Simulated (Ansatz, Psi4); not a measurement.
Here is a job for Psi4.
```
memory 2 GB

molecule {
0 2
C     2.18264245    0.75916371   -1.20784471
N     1.56809513    0.03929249   -0.19221781
C     2.32302147   -1.03959731    0.38967337
C     0.70731898    0.75219462    0.72192760
C    -0.61675438    0.02963956    1.01966905
N    -1.61472241    0.27158210   -0.00749814
C    -1.33961984   -0.46747268   -1.22251291
C    -2.95296635   -0.00508795    0.47090707
H     1.62383551    1.58043999   -1.61546351
H     2.80842540    0.19372847   -1.87337691
H     2.83466652   -1.58890398   -0.39825032
H     1.65175296   -1.72185048    0.91165474
H     3.07422847   -0.67971840    1.10768568
H     0.46420581    1.72382207    0.29041242
H     1.23051433    0.91808490    1.67612876
H    -1.00707368    0.43375463    1.95706706
H    -0.43717525   -1.04961933    1.16809170
H    -0.34601268   -0.21629737   -1.58110231
H    -2.06896908   -0.18539756   -1.98071322
H    -1.39479190   -1.55816045   -1.07165148
H    -3.66556652    0.23971518   -0.31536933
H    -3.09790525   -1.06004867    0.75558249
H    -3.16559739    0.62128917    1.33639888
}

set {
  basis sto-3g
  reference uhf
  freeze_core true
  mp2_type conv
  scf_type pk
  puream true
  d_convergence 1e-8
}

energy('mp2')
print_variables()
```

Question: Give the equivalent Ansatz (a quantum-chemistry and plane-wave program) input.

Answer: This is not unique; one that fits is 
Ansatz 0.2 input:
```yaml
crystal:
  periodic: [false, false, false]
  atoms:
    - {symbol: C, position_ang: [2.18264245, 0.75916371, -1.20784471]}
    - {symbol: N, position_ang: [1.56809513, 0.03929249, -0.19221781]}
    - {symbol: C, position_ang: [2.32302147, -1.03959731, 0.38967337]}
    - {symbol: C, position_ang: [0.70731898, 0.75219462, 0.72192760]}
    - {symbol: C, position_ang: [-0.61675438, 0.02963956, 1.01966905]}
    - {symbol: N, position_ang: [-1.61472241, 0.27158210, -0.00749814]}
    - {symbol: C, position_ang: [-1.33961984, -0.46747268, -1.22251291]}
    - {symbol: C, position_ang: [-2.95296635, -0.00508795, 0.47090707]}
    - {symbol: H, position_ang: [1.62383551, 1.58043999, -1.61546351]}
    - {symbol: H, position_ang: [2.80842540, 0.19372847, -1.87337691]}
    - {symbol: H, position_ang: [2.83466652, -1.58890398, -0.39825032]}
    - {symbol: H, position_ang: [1.65175296, -1.72185048, 0.91165474]}
    - {symbol: H, position_ang: [3.07422847, -0.67971840, 1.10768568]}
    - {symbol: H, position_ang: [0.46420581, 1.72382207, 0.29041242]}
    - {symbol: H, position_ang: [1.23051433, 0.91808490, 1.67612876]}
    - {symbol: H, position_ang: [-1.00707368, 0.43375463, 1.95706706]}
    - {symbol: H, position_ang: [-0.43717525, -1.04961933, 1.16809170]}
    - {symbol: H, position_ang: [-0.34601268, -0.21629737, -1.58110231]}
    - {symbol: H, position_ang: [-2.06896908, -0.18539756, -1.98071322]}
    - {symbol: H, position_ang: [-1.39479190, -1.55816045, -1.07165148]}
    - {symbol: H, position_ang: [-3.66556652, 0.23971518, -0.31536933]}
    - {symbol: H, position_ang: [-3.09790525, -1.06004867, 0.75558249]}
    - {symbol: H, position_ang: [-3.16559739, 0.62128917, 1.33639888]}
basis:
  gaussian:
    orbitals: STO-3G
magnetization: {spin_polarized: true, initial_magnetization: 1}
correlation: {method: mp2, electrons: outside_noble_gas}
accuracy: high
```

Both were run: Psi4 gave -340.974964 Eh and Ansatz -340.974964 Eh, 0.000 mEh apart.
